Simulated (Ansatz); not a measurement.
B$_{3}$F$_{2}$H$_{3}$ (`BB(F)BF`), relaxed with RKS PBE-D4/def2-SVP in Ansatz 0.2.0 from a rough embedded geometry. The force threshold is 0.03 eV/Å; the program also tests the step.

The species carries charge 0 and has multiplicity 1.

Start:

```xyz
8

B    -0.494   -1.323    0.118
B    -0.281    0.223    0.475
F    -0.971    0.759    1.584
B     0.649    1.221   -0.389
F     1.429    0.683   -1.567
H    -1.205   -2.073    0.720
H     0.071   -1.828   -0.831
H     0.801    2.338   -0.110
```

(1) How much energy does the relaxation release, and in how many steps? (An estimate is asked.)

(2) Which bonds change most? (Estimate.)

(3) Give the relaxed structure. (Best estimate.)

Answers

(1) The calculation gave: 1.44 eV, in 21 steps, 2 of them rejected.

(2) Computed: B4–F5 from 1.512 to 1.334 Å; B2–B4 from 1.614 to 1.742 Å; B4–H8 from 1.161 to 1.227 Å; B2–F3 from 1.412 to 1.347 Å.

(3) Computed: 
```xyz
8

B    -0.356   -1.399    0.219
B    -0.356    0.217    0.624
F    -0.914    0.826    1.688
B     0.536    1.206   -0.498
F     0.094    1.446   -1.734
H    -1.223   -1.845   -0.515
H     0.591   -2.139    0.430
H     1.628    1.689   -0.213
```
